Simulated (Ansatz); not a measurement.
A made-up structure of NH3TeS, singlet:

N1  (-0.703, 0.299, -0.953)
Te2  (0.792, 0.095, 2.033)
S3  (-0.196, -1.185, 0.293)
H4  (-0.235, 0.255, -1.846)
H5  (-1.700, 0.407, -1.067)
H6  (2.364, 0.138, 1.414)
(Å)

It is relaxed with PBE-D4/def2-SVP and then PBE0-D4/def2-TZVP (Ansatz 0.2.0). Atoms count as bonded within 1.22 times the sum of their covalent radii (H–H: 0.88 Å). The end point is not checked to be a true minimum.

Question: Does its bonding change? (A judgement: the text doesn't fix the answer.)

Answer: Computed: No: no bond forms or breaks.

Where it ends: The first stage lowers the energy by 0.79 eV in 15 steps. It ends as NH₃TeS ([NH2][S][TeH]):
```tsv
atom	x (Å)	y (Å)	z (Å)
N1	-0.7908	-0.1042	-1.0786
Te2	0.7142	0.1652	1.9126
S3	-0.2872	-1.1217	0.1499
H4	-0.0426	0.3647	-1.5692
H5	-1.5265	0.5380	-0.8203
H6	2.2545	0.1670	1.2790
```

Labels in which every atom is bracketed show which atoms are joined, not bond orders.

For scale, one of the runs: PBE0-D4/def2-TZVP relaxation, 136 basis functions, launched by `ansatz run in.yaml --threads 2 --pin off --events-out ev --progress --plain --max-ram 4352MiB`. Hardware: 2 CPU threads of an Arm Neoverse V1, shared host. Wall time about 27 s.
